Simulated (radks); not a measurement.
Values are calculated unless marked as measured or tabulated.
Neutral chromium inside a hard spherical wall (all orbitals vanish at R), configuration held at [Ar] 3d5 4s1 and not refilled when levels cross. Code: a radial shooting solver on a logarithmic mesh with Libxc functionals. Model: non-relativistic Kohn-Sham, LDA (Slater exchange, Perdew-Wang correlation), spin-unpolarised, spherical densities, point nucleus. Eigenvalues in eV, with the zero of energy where the potential of the charges vanishes at infinity; a dash marks a level that is unbound or too diffuse for the functional's potential to be trusted. A positive occupied level is held by the wall or, in an anion where self-interaction has pushed it up, behind a barrier. The pressure on the wall is -dE/dV.

R (bohr),E (hartree),kinetic (hartree),e(3s),e(3p),e(4s),e(3d),"e(4p, empty)","e(5s, empty)",pressure (GPa)
free,-1042.02112,1040.640,-72.083,-45.012,-4.096,-3.213,-1.075,-0.032,0
15,-1042.02112,1040.640,-72.083,-45.011,-4.095,-3.213,-1.066,0.408,< 0.0001
12,-1042.02104,1040.641,-72.073,-45.002,-4.088,-3.203,-1.018,1.022,0.00134
10,-1042.02049,1040.646,-72.023,-44.952,-4.046,-3.156,-0.878,2.091,0.0154
8,-1042.01619,1040.674,-71.774,-44.704,-3.820,-2.925,-0.371,4.797,0.184
7,-1042.00746,1040.722,-71.415,-44.347,-3.464,-2.592,0.282,7.677,0.666
5,-1041.91074,1041.123,-69.069,-42.039,-0.646,-0.424,4.499,23.169,11.3
4,-1041.67686,1041.929,-65.613,-38.671,4.745,2.888,11.611,45.895,60.4
